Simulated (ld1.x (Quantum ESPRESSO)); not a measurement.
u(r) = r·R(r): atom against pseudo-atom (carbon (C))

Columns: radius, all-electron u(r) and pseudo u(r) of the 2p shell (level -5.67 eV) of carbon in the configuration [He] 2s1 2p3; Wu–Cohen, scalar-relativistic, ultrasoft scheme, ld1.x (Quantum ESPRESSO) 7.5.

| r (bohr) | all-electron | pseudo |
| --- | --- | --- |
| 0.078 | 0.0310 | 0.0095 |
| 0.155 | 0.0992 | 0.0370 |
| 0.232 | 0.1822 | 0.0807 |
| 0.310 | 0.2690 | 0.1388 |
| 0.388 | 0.3515 | 0.2073 |
| 0.465 | 0.4253 | 0.2812 |
| 0.542 | 0.4902 | 0.3573 |
| 0.620 | 0.5465 | 0.4325 |
| 0.698 | 0.5935 | 0.5024 |
| 0.775 | 0.6314 | 0.5633 |
| 0.852 | 0.6610 | 0.6142 |
| 0.930 | 0.6835 | 0.6546 |
| 1.008 | 0.6990 | 0.6837 |
| 1.085 | 0.7084 | 0.7019 |
| 1.162 | 0.7126 | 0.7111 |
| 1.240 | 0.7123 | 0.7129 |
| 1.318 | 0.7082 | 0.7091 |
| 1.395 | 0.7010 | 0.7014 |
| 1.472 | 0.6912 | 0.6912 |
| 1.550 | 0.6790 | 0.6790 |
| 1.628 | 0.6651 | 0.6651 |
| 1.705 | 0.6499 | 0.6499 |
| 1.782 | 0.6336 | 0.6336 |
| 1.860 | 0.6163 | 0.6163 |
| 1.938 | 0.5984 | 0.5984 |
| 2.015 | 0.5802 | 0.5802 |

Q: How many radial nodes do the two functions have?

A: The all-electron 2p function has n − l − 1 = 0; the pseudo-wave has 0.

Q: At about which radius was the pseudo-wave matched?

A: 1.55 bohr. The columns agree to 0.0005 from 1.40 bohr on; several derivatives are matched, so the curves merge somewhat inside the radius.

Q: Where does each function peak?

A: Outermost all-electron maximum near 1.16 bohr, pseudo maximum near 1.24 bohr (to the table’s step).

Q: Is the pseudo-wave norm-conserving?

A: No, it belongs to an ultrasoft set: the norm inside the radius is not constrained, and the difference is carried by the augmentation charge.
